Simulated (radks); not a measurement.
Species: the titanium ion Ti2+. Configuration: [Ar] 3d2. All-electron calculation, scalar-relativistic Kohn-Sham, LDA (Slater exchange, Perdew-Wang correlation), spin-unpolarised, spherical densities, finite nucleus; Fermi nuclear charge, rms radius 3.5921 fm. Program: a radial shooting solver on a logarithmic mesh with Libxc functionals.

Local quantities along the radius. ELF = 1/(1 + alpha^2) is the electron localisation function; alpha = (tau - tau_W)/tau_unif compares the Pauli kinetic energy density with that of the uniform gas; 4 pi r^2 rho is in e/bohr; -r V(r) is the screened charge that the Kohn-Sham potential presents (atomic units). tau is taken from the large components.

r (bohr)    ELF    alpha  4 pi r^2 rho  -r V(r)
0.004781  1.000  0.01572         1.762    21.65
0.005434  1.000  0.01626         2.205    21.60
0.006127  1.000  0.01688         2.710    21.55
0.006963  1.000  0.01767         3.364    21.49
0.007851  1.000  0.01859         4.100    21.42
0.008852  1.000  0.01969         4.972    21.35
0.01006   1.000  0.02113         6.071    21.26
0.01134   0.999  0.02280         7.273    21.17
0.01289   0.999  0.02500         8.749    21.05
0.01454   0.999  0.02759         10.32    20.93
0.01639   0.999  0.03086         12.06    20.80
0.01863   0.999  0.03533         14.08    20.64
0.021     0.998  0.04080         16.09    20.47
0.02387   0.998  0.04855         18.29    20.27
0.02691   0.997  0.05839         20.32    20.06
0.03035   0.995  0.07186         22.21    19.83
0.03449   0.992  0.09220         23.94    19.56
0.03889   0.986   0.1198         25.18    19.28
0.0442    0.974   0.1636         25.94    18.96
0.04983   0.952   0.2257         26.07    18.63
0.05618   0.907   0.3198         25.61    18.27
0.06386   0.816   0.4742         24.53    17.85
0.072     0.678   0.6895         23.15    17.43
0.08183   0.498    1.004         21.57    16.95
0.09226   0.358    1.339         20.32    16.47
0.104     0.281    1.599         19.62    15.96
0.1182    0.271    1.642         19.75    15.38
0.1333    0.325    1.440         20.78    14.81
0.1503    0.439    1.131         22.56    14.21
0.1708    0.591   0.8311         24.85    13.55
0.1926    0.714   0.6328         26.77    12.91
0.2189    0.797   0.5040         27.89    12.21
0.2468    0.836   0.4430         27.55    11.54
0.2783    0.843   0.4314         25.63    10.88
0.3163    0.809   0.4860         22.08    10.17
0.3566    0.703   0.6503         17.93    9.517
0.4053    0.461    1.080         13.56    8.822
0.457     0.226    1.848         10.34    8.176
0.5152    0.131    2.574         8.478    7.543
0.5856    0.162    2.277         8.046    6.895
0.6603    0.334    1.411         8.673    6.311
0.7504    0.610   0.7999         9.680    5.709
0.8461    0.766   0.5533         10.25    5.168
0.954     0.821   0.4662         10.06    4.662
1.084     0.825   0.4612         8.966    4.179
1.222     0.790   0.5155         7.344    3.791
1.389     0.706   0.6458         5.399    3.448
1.567     0.568   0.8726         3.716    3.189
1.766     0.381    1.274         2.369    2.981
2.007     0.194    2.042         1.359    2.804
2.263     0.085    3.283        0.7618    2.670
2.572     0.033    5.431        0.3913    2.555
2.9       0.014    8.458        0.2016    2.466
3.27      0.006    12.85       0.09953    2.390
3.717     0.002    20.24       0.04371    2.319
4.191     0.001    32.60       0.01837    2.257
4.763     0.000    59.50      0.006356    2.196
5.37      0.000    117.0      0.002007    2.145

On this mesh the ELF has minima near r = 0.12, 0.52 bohr, which separate the shells, and maxima near 0.28 (0.84), 1.1 (0.82).
